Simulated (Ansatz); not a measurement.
Reaction (formal exchange of groups at a C–C bond): `CCB(S)S` + `N[SiH2]N` → `C[SiH](N)N` + `CB(S)S`

Computed with Ansatz on PBE0-D4/def2-TZVP structures; ΔE is electronic, products minus reactants. CBS: MP2 limit from def2 TZ/QZ plus the TZ coupled-cluster correction, frozen cores. This one scheme is used for every species. DFT in def2-TZVPP. B3LYP here is the variant with VWN-RPA as its local correlation; programs differ in this. One conformer a species, not always the lowest.

```
             level  ΔE (kcal/mol)  difference from CCSD(T)/CBS
            PBE-D4          -14.1                         -0.5
         r2SCAN-D4          -14.9                         -1.3
           PBE0-D4          -14.0                         -0.4
          B3LYP-D4          -13.9                         -0.3
           ωB97X-V          -13.5                          0.1
           ωB97M-V          -14.3                         -0.7
            B2PLYP          -13.9                         -0.3
               PBE          -14.2                         -0.6
            r2SCAN          -15.0                         -1.4
              PBE0          -14.1                         -0.5
             B3LYP          -14.1                         -0.5
     HF/def2-TZVPP          -13.1                          0.5
    MP2/def2-TZVPP          -13.6                          0.0
SCS-MP2/def2-TZVPP          -12.9                          0.7
   CCSD/def2-TZVPP          -13.3                          0.3
CCSD(T)/def2-TZVPP          -13.3                          0.3
     HF/def2-QZVPP          -13.1                          0.5
    MP2/def2-QZVPP          -13.8                         -0.2
SCS-MP2/def2-QZVPP          -13.1                          0.5
      HF/CBS(def2)          -13.1                          0.5
     MP2/CBS(def2)          -13.9                         -0.3
    CCSD/CBS(def2)          -13.7                         -0.1
       CCSD(T)/CBS          -13.6                            0
```

Largest T1 diagnostic among the species: 0.013.
